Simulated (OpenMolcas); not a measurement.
Fe4+.

```
Program             : OpenMolcas 26.06
Method              : CASSCF
Basis               : ANO-RCC-VQZP [7s6p4d3f2g1h]
Scalar Hamiltonian  : DKH2, point nucleus
Active space        : 4 electrons in 10 orbitals (3d 4d)
State averaging     : 2S+1 = 5 even, 5 roots; 2S+1 = 3 even, 45 roots; 2S+1 = 1 even, 44 roots
Spin-orbit coupling : RASSI with atomic mean-field integrals over the reference wave functions, term energies averaged over their components
```

Levels without dynamic correlation, in cm⁻¹ above 3d⁴ ⁵D₀:

| Level | E |
| --- | --- |
| 3d⁴ ³H₄ | 26590 |
| 3d⁴ ³P₀(1) | 28378 |
| 3d⁴ ³F₂(1) | 30630 |
| 3d⁴ ³G₃ | 33552 |

On this reference, MS-CASPT2, IPEA 0.25 Eh, imaginary shift 0.1 Eh (closed shells correlated: 3s 3p) puts 3d⁴ ³H₄ at 25280 cm⁻¹.

Question: Estimate the other levels at that method by one scale factor, and say how well it serves.

Answer: The factor is 25280 / 26590 = 0.951. Scaled values beside those that MS-CASPT2 gives and measured ones (Corliss and Sugar, J. Phys. Chem. Ref. Data 11, 135 (1982)):
| Level | Scaled | MS-CASPT2 | Miss (%) | Measured |
| --- | --- | --- | --- | --- |
| 3d⁴ ³P₀(1) | 26987 | 24560 | +9.9 | 24055 |
| 3d⁴ ³F₂(1) | 29129 | 27290 | +6.7 | 26761 |
| 3d⁴ ³G₃ | 31908 | 30430 | +4.9 | 29817 |
For these levels the scaled values miss MS-CASPT2 by up to 9.9 %, as correlation changes each term by its own factor, spin-orbit parts do not scale and CASPT2 has its own spread within terms. This holds within one configuration; levels of others move differently, and the target method has errors of its own against measurement.

Term energies are means over components that CASPT2 splits; among the terms shown or strongly mixed into the levels shown the widest spread is 420 cm-1 (3d⁴ ³H, MS-CASPT2). Active for correlation alone: 4d; no level in the range computed is led by a configuration that fills it, so any true level of that kind is missing. Without dynamic correlation excited terms often stand tens of per cent too high (terms of higher spin than the ground term too low), and those without a measured partner can miss by more than the paired ones (holds for CASSCF). Measured partners are found by configuration, term and J. A level has none where our copy of the source lacks it or the pairing is in doubt (some pairs that miss far off the trend of their configuration count as doubtful), and it then counts in no deviation. Levels of configurations outside the active space are missing.

A number in round brackets counts repeated terms of one configuration in the order of the reference energies.
